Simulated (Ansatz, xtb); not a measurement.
# GeH4NO: where a starting geometry ends

The starting geometry of this gas-phase doublet has its atoms placed at random.

```xyz
7

Ge   -0.5347    0.0346    1.1501
N    -1.1258    1.4872    0.2843
O    -1.4981   -1.2549    0.3025
H     0.0604    1.9185    0.0964
H     0.7436   -1.5189    0.3030
H    -0.9233    0.3337   -0.2651
H     1.3817    0.3959    0.6229
```

One run relaxed it with r2SCAN-D4/def2-SVP. What is a likely outcome?

It ends as `[NH2][GeH2][O]`. Contacts that open: Ge1–H6 (1.50 → 2.47 Å). Contacts that close: Ge1–H5 (2.18 → 1.55 Å), Ge1–H7 (2.02 → 1.53 Å), N2–H4 (1.28 → 1.02 Å), N2–H6 (1.29 → 1.02 Å).

The energy falls by 7.48 eV over 14 steps:

| step | E − E(last) (eV) |
| --- | --- |
| 1 | 7.483 |
| 2 | 5.204 |
| 4 | 2.777 |
| 5 | 1.913 |
| 7 | 0.493 |
| 8 | 0.123 |
| 10 | 0.005 |
| 11 | 0.001 |
| 13 | 0.000 |
| 14 | 0.000 |

Final geometry (Å):

```xyz
7

Ge    0.0058   -0.3272    0.6527
N    -0.7787    1.1768    0.0023
O    -1.2265   -1.4125    1.3692
H    -0.2338    2.0336    0.0385
H     0.5868   -1.3104   -0.3900
H    -1.2854    1.1127   -0.8760
H     1.0356    0.1230    1.6975
```

From the same start GFN2-xTB ends elsewhere, in pieces: GeH2NO + H2.

From so rough a start the end depends on the optimiser's path, so another program may land elsewhere. No frequencies were run, so the end isn't proven a minimum. Open shells are spin-unrestricted. Run with Ansatz 0.2.0, 2.1 min on 1 thread of Intel(R) Xeon(R) 6975P-C (Granite Rapids) (shared host).
